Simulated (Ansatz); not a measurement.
Worked example: SiH(NH2)2(SiH3) + SiH3(TeH) → Si(NH2)2(SiH3)2 + H2Te

Species: SiH(NH2)2(SiH3), singlet; SiH3(TeH), singlet; Si(NH2)2(SiH3)2, singlet; H2Te (hydrogen telluride) `[TeH2]`, singlet. The partners trade H for SiH3: Si–H and Te–SiH3 bonds give way to Si–SiH3 and Te–H.

Shapes, held fixed at every level: PBE0-D4/def2-TZVP. Flexible molecules stand in one conformer, not always the lowest. Programs: Ansatz 0.2.0. Electronic energies: no zero-point or thermal term.

At CCSD(T)/def2-TZVPP; 1 Eh = 2625.50 kJ/mol:

| species | energy (Eh) |
| --- | --- |
| SiH(NH2)2(SiH3) | -692.316239 |
| SiH3(TeH) | -558.905295 |
| Si(NH2)2(SiH3)2 | -982.569082 |
| H2Te | -268.630338 |

Problem. Work out ΔE of the reaction at this level.

Solution. 
1. Products less reactants: (-982.569082) + (-268.630338) − [(-692.316239) + (-558.905295)] = 0.022114 Eh = +58.1 kJ/mol.

Other levels give +49.2 (PBE-D4/def2-TZVPP) to +69.2 kJ/mol (MP2/def2-TZVPP). No measured value is set beside it here. For atoms past krypton def2 sets carry core potentials with scalar relativity. Correlated rows may include outer-core shells of Te, which these sets cover unevenly.
